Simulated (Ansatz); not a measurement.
Two structures of AlSiN2H9, singlet, reached by relaxing down either side of one saddle point (PBE0-D4/def2-TZVP). Energies are electronic, without zero-point energy. Program: Ansatz 0.2.0. Basis: def2-TZVPP and def2-QZVPP. Cores are frozen in the correlated methods. Extrapolation: Hartree–Fock as exp(−7.88 √X), correlation as X^−2.97. First:

```csv
atom,x (Å),y (Å),z (Å)
Al1,1.0690,0.4594,0.8166
H2,2.1514,-0.5637,1.3431
N3,1.4982,1.6778,-0.3936
N4,-0.5612,0.4744,1.5258
H5,0.3772,-1.3145,-0.7393
Si6,-1.0786,-1.4292,-1.0483
H7,2.4045,1.7397,-0.8270
H8,0.8859,2.3812,-0.7719
H9,-0.8417,-0.1213,2.2876
H10,-1.2808,1.1526,1.3370
H11,-1.6420,-0.0905,-1.3390
H12,-1.1972,-2.2782,-2.2656
H13,-1.7844,-2.0879,0.0746
```

Second:

```xyz
13
angstrom
Al -0.0780 0.7502 -0.0359
H 1.2757 -1.8129 1.5483
N 0.7669 2.0636 -0.8697
N -0.2187 0.7780 1.7302
H 1.4566 -2.4950 1.3010
Si -1.0173 -1.1316 -1.2821
H 0.8918 2.1044 -1.8678
H 1.1888 2.8692 -0.4371
H -0.7200 0.0816 2.2572
H 0.1385 1.4877 2.3490
H -1.9088 -0.6933 -2.3954
H 0.0490 -1.9760 -1.8960
H -1.8243 -2.0259 -0.4018
```

Q: Which bonds change from the first to the second?

A: AlN₂H₅ ([NH2][AlH][NH2]) + SiH₄ → AlSiN₂H₇ ([NH2][Al]([NH2])[SiH3]) + H₂; bonds formed: Al1–Si6, H2–H5; bonds broken: Al1–H2, H5–Si6.

Q: Give the saddle point's structure and its height above each. (Judge from chemistry; the value comes from the calculation.)

A: By the calculation: 180.5 kJ/mol above the first and 162.2 kJ/mol above the second (CCSD(T) at an estimated basis limit (MP2 extrapolated from triple and quadruple zeta, plus CCSD(T) − MP2 in triple zeta)).
```xyz
13
angstrom
Al 0.4422 0.3902 0.4990
H 1.3729 -1.0069 0.9187
N 1.1268 1.5286 -0.6690
N -0.4597 0.7965 1.9660
H 0.6168 -1.2492 0.1635
Si -0.8062 -1.3235 -1.1197
H 1.0442 1.4489 -1.6681
H 1.7968 2.2409 -0.4301
H -0.4660 0.2398 2.8037
H -1.2037 1.4741 1.9876
H -1.6947 -0.2490 -1.6627
H -0.0898 -1.9270 -2.2803
H -1.6795 -2.3633 -0.5088
```

No T1 diagnostic of these runs exceeds 0.013.

Labels in which every atom is bracketed show which atoms are joined, not bond orders.

For scale, one of the runs: CCSD(T)/def2-TZVPP, 272 basis functions, launched by `ansatz run in.yaml --threads 4 --pin off --events-out ev --progress --plain --max-ram 9574MiB`. Hardware: 4 CPU threads of an AMD EPYC, shared host. Wall time 4.9 min; peak host memory 6.8 GiB.
